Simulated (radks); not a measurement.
Valence configurations of As+ (all share [Ar]). Method: scalar-relativistic Kohn-Sham, PBE, spin-polarised, spherical densities, finite nucleus; open shells are filled with parallel spins first; Fermi nuclear charge, rms radius 4.0968 fm; computed with a radial shooting solver on a logarithmic mesh with Libxc functionals. Energies are relative to 3d10 4s2 4p2; eigenvalues in eV for spin up.

valence           E (eV)  moment (Bohr magnetons)    e(3d)    e(4p)    e(4s)
3d10 4s2 4p2       0.000                        2  -50.345  -14.079  -24.085
3d10 4s1.5 4p2.5   3.845                        3  -51.078  -14.688  -24.833
3d10 4s1 4p3       7.281                        4  -51.746  -15.220  -25.507
3d10 4s0.5 4p3.5  14.066                        3  -52.729  -15.401  -25.733
3d9.5 4s2 4p2.5   19.010                        3  -56.191  -15.169  -25.669
3d10 4p4          20.412                        2  -53.624  -15.486        -
3d9 4s2 4p3       40.039                        4  -62.170  -16.228  -27.205
3d8 4s2 4p4       91.274                        4  -74.798  -17.851  -29.734

NIST lists [Ar] 3d10 4s2 4p2 as the ground configuration; this level of theory agrees among the configurations tried. The energies are those of spherical high-spin densities, not of single terms.
